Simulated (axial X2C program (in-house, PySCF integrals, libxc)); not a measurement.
## Working with the constants of SiSe⁻

A bond curve at the PBE0 level, with spin–orbit coupling, was computed with an in-house relativistic program for diatomic molecules (basis Se dyall-acv3z [9s10p7d5f1g], Si dyall-av3z [9s8p3d2f] (cores contracted in-house)) for the state Ω = 1/2 (⟨Sz⟩ = -0.50, ⟨Lz⟩ = 1.00 at PBE0). Its fit gives Re = 2.1705 Å, ωe = 474.0 cm⁻¹, ωexe = 1.48 cm⁻¹ and αe = 7.788e-04 cm⁻¹; the masses are 79.9165 and 27.9769 u. Two-component means X2C with spin–orbit coupling and atomic mean-field Coulomb and Gaunt terms.

(1) Find the reduced mass, Be and the force constant.

(2) A Morse curve ties αe to the other constants (Pekeris). How well does that hold?

(3) Where do the fundamental and the first overtone lie?

(4) Estimate the centrifugal constant by the Kratzer relation.

(5) Estimate De from a Morse curve and compare with the computed well depth of 4.166 eV to Se- + Si.

One determinant describes the state; a PBE0 search over occupations chose it and may have missed a lower one. De is counted from the lowest determinant-based energies of the atoms at the same level, without counterpoise correction. Density functionals use the spin component along the axis (collinear). In 2c an atomic determinant is not the ground J level, so De misses part of the atomic spin–orbit lowering. This holds for PBE0. The functionals have no current-density term, which raises determinants with orbital currents, atoms included. The highest occupied level of some functionals is positive through self-interaction error; at Hartree–Fock it is bound.

Results:

(1) From the PBE0 values: μ = 20.7225 u. Be = 16.8576/(μ Re²) = 0.1727 cm⁻¹. k = 5.8918×10⁻⁷ μ ωe² = 2.74 mdyn/Å.

(2) αe(Morse) = 6Be²/ωe × (√(ωexe/Be) − 1) = 7.276e-04 cm⁻¹; the PBE0 curve gives 7.788e-04 cm⁻¹, a ratio of 0.93.

(3) ν(1←0) = ωe − 2ωexe = 471.0 cm⁻¹; ν(2←0) = 2ωe − 6ωexe = 939.1 cm⁻¹.

(4) D = 4Be³/ωe² = 9.17e-08 cm⁻¹.

(5) De(Morse) = ωe²/(4ωexe) = 4.705 eV against 4.166 eV computed, a ratio of 1.13. For De the Morse form works well here.
